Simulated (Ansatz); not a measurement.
Frontier orbitals of `[NH2][Ti]([Cl])([Cl])[Cl]`.

```json
{"atom": "N1", "x (Å)": "-0.115", "y (Å)": "-0.324", "z (Å)": "-1.123"}
{"atom": "Ti2", "x (Å)": "0.076", "y (Å)": "0.160", "z (Å)": "0.639"}
{"atom": "Cl3", "x (Å)": "2.212", "y (Å)": "0.151", "z (Å)": "1.079"}
{"atom": "Cl4", "x (Å)": "-0.725", "y (Å)": "2.180", "z (Å)": "0.926"}
{"atom": "Cl5", "x (Å)": "-1.084", "y (Å)": "-1.256", "z (Å)": "1.826"}
{"atom": "H6", "x (Å)": "-0.942", "y (Å)": "-0.764", "z (Å)": "-1.506"}
{"atom": "H7", "x (Å)": "0.577", "y (Å)": "-0.147", "z (Å)": "-1.840"}
```

The species carries charge 0 and has multiplicity 1. Correlated methods include outer-core shells of Ti, which these sets cover unevenly. Scalar relativity is left out up to krypton. The geometry is a stationary point of PBE0-D4/def2-TZVP. It is one conformer, not always the lowest. Basis def2-TZVPP, Ansatz 0.2.0.

| functional | HOMO (eV) | LUMO (eV) | gap (eV) |
| --- | --- | --- | --- |
| PBE | -7.11 | -4.08 | 3.03 |
| revPBE | -7.05 | -4.01 | 3.04 |
| B97M-V | -7.51 | -4.03 | 3.48 |
| PBE0 | -8.50 | -3.16 | 5.34 |
| r2SCAN0 | -8.72 | -3.11 | 5.61 |
| LC-ωPBE | -11.29 | -1.04 | 10.25 |
| ωB97X-V | -10.90 | -1.01 | 9.89 |
| ωB97M-V | -10.75 | -0.97 | 9.78 |

Against PBE, PBE0 changes HOMO and LUMO by −1.38 and +0.92 eV, ωB97M-V by −3.63 and +3.12 eV. A gap of 3.03 eV thus becomes 9.78 eV for the same molecule, so an orbital gap means little without its functional.

LC-ωPBE has ω = 0.4 bohr⁻¹.
